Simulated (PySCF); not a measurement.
## Trend along the chalcogens: MS molecules

HF with triple-zeta basis sets in PySCF, for the lowest determinant that a PBE0 search found; no spin–orbit coupling. De refers to high-spin ground-configuration atoms. A positive dipole means M(−)S(+).

| M | basis | reference | state (unpaired electrons) | Re (Å) | ωe (cm⁻¹) | De (eV) | μ (D) |
| --- | --- | --- | --- | --- | --- | --- | --- |
| O | x2c-TZVPPall | ROHF | triplet (π ↑↑) | 1.434 | 1376 | 2.29 | 2.14 |
| S | x2c-TZVPPall | ROHF | triplet (π ↑↑) | 1.862 | 820 | 2.11 | n/a |
| Se | def2-TZVPP | ROHF | triplet (π ↑↑) | 2.002 | 633 | 1.66 | -0.77 |
| Te | def2-TZVPP | ROHF | triplet (π ↑↑) | 2.192 | 541 | 1.36 | -2.34 |

Q: By what factor does the harmonic wavenumber vary along the series?

A: At HF it runs from 541 cm⁻¹ (TeS) to 1376 cm⁻¹ (SO), a factor of 2.54.

The rows differ in basis set, which adds steps of its own.

Down a group the atoms grow and get heavier, so bonds lengthen and wavenumbers fall; this series shows no clear exception.

These are scalar-relativistic numbers at best; spin–orbit coupling would shift them, the dissociation energy most. Hartree–Fock leaves out correlation, which carries a large part of most bond energies and some tenths to 1 eV of ionisation energies. States were picked by a PBE0 search and need not be the measured ground states.
